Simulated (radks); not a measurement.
Species: Yb2+. Configuration: [Kr] 4d10 4f14 5s2 5p5.5 5f0.5 (fractional occupations, a model configuration). All-electron calculation, scalar-relativistic Kohn-Sham, BLYP, spin-polarised, spherical densities, finite nucleus; open shells are filled with parallel spins first (spin-orbit coupling, left out, can overturn this in heavy ions); Fermi nuclear charge, rms radius 5.3108 fm. Program: a radial shooting solver on a logarithmic mesh with Libxc functionals.

Unscreened Slater integrals over Kohn-Sham orbitals (hartree). They are taken over the spin-up orbitals. Empty in this configuration: 6s.

integral,value
"F0(5f,5f)",0.14258
"F2(5f,5f)",0.078444
"F4(5f,5f)",0.052235
"F6(5f,5f)",0.038595
"F0(5f,4f)",0.18289
"F2(5f,4f)",0.0095490
"F4(5f,4f)",0.0029633
"F6(5f,4f)",0.0017816
"G0(5f,4f)",0.0037329
"G2(5f,4f)",0.0030625
"G4(5f,4f)",0.0020743
"G6(5f,4f)",0.0015260
"F0(5f,5p)",0.18030
"F2(5f,5p)",0.020043
"G2(5f,5p)",0.0025243
"G4(5f,5p)",0.0018419
"F0(5f,5s)",0.18090
"G3(5f,5s)",0.00090098
"F0(5f,6s)",0.17396
"G3(5f,6s)",0.033110
"F0(4f,4f)",1.2250
"F2(4f,4f)",0.56605
"F4(4f,4f)",0.35214
"F6(4f,4f)",0.25251
"F0(4f,5p)",0.75972
"F2(4f,5p)",0.25550
"G2(4f,5p)",0.13746
"G4(4f,5p)",0.10425
"F0(4f,5s)",0.86584
"G3(4f,5s)",0.16237
"F0(4f,6s)",0.37569
"G3(4f,6s)",0.015915
"F0(5p,5p)",0.63286
"F2(5p,5p)",0.33987
"F0(5p,5s)",0.68230
"G1(5p,5s)",0.45203
"F0(5p,6s)",0.35504
"G1(5p,6s)",0.032254
"F0(5s,5s)",0.74878
"F0(5s,6s)",0.36210
"G0(5s,6s)",0.017122
"F0(6s,6s)",0.28867

Derived for the open shells (J is the average intra-shell exchange parameter used in DFT+U). 5p: J = F2/5 = 0.06797 hartree. 5f: F4/F2 = 0.666, F6/F2 = 0.492, J = (286 F2 + 195 F4 + 250 F6)/6435 = 0.006569 hartree.
